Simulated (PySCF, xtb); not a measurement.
C3H3ClF2, SMILES F[C@@H]1C[C@@]1(F)Cl.

GFN2-xTB run with xtb at its own geometry gives an orbital gap of 6.61 eV and a dipole moment of 2.80 D.

The structure is a stationary point at PBE0-D3(BJ)/def2-SVP. The structure was generated by enumeration; whether it is a known compound was not checked.

Problem. What does PySCF with ωB97X/def2-TZVP give? (The exact figures need the calculation; the answer reports its results.)

Solution. gap 13.06 eV (levels -10.59 and 2.48 eV), dipole 2.22 D.
